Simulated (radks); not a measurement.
Charge is removed step by step from the 3d down level of Cd3+, starting from [Ar] 3d(up 5, down 5) 4s2 4p6 4d9. All-electron calculation, scalar-relativistic Kohn-Sham, PBE, spin-polarised, spherical densities, point nucleus; open shells are filled with parallel spins first (spin-orbit coupling, left out, can overturn this in heavy ions). Program: a radial shooting solver on a logarithmic mesh with Libxc functionals.

| removed (e) | E - E(0) (eV) | eigenvalue (eV) | E minus straight line (eV) |
|---|---|---|---|
| 0 | 0.000 | -429.60 | 0.000 |
| 0.125 | 53.985 | -434.75 | -2.298 |
| 0.25 | 108.62 | -439.95 | -3.948 |
| 0.375 | 163.90 | -445.19 | -4.948 |
| 0.5 | 219.84 | -450.46 | -5.290 |
| 0.625 | 276.44 | -455.77 | -4.971 |
| 0.75 | 333.71 | -461.12 | -3.986 |
| 0.875 | 391.65 | -466.51 | -2.331 |
| 1 | 450.26 | -471.93 | 0.000 |

Removing the whole electron costs 450.26 eV by Delta-SCF, against 429.60 eV from minus the eigenvalue at the starting occupation. Slater's transition state (half an electron removed) gives 450.46 eV. Integrating minus the eigenvalue over the occupation (Janak's theorem) gives 450.56 eV. In this scalar-relativistic scheme the density is built from large components alone, so the theorem holds only approximately. The mean slope of the eigenvalue, de/dn, is 42.3 eV per electron.
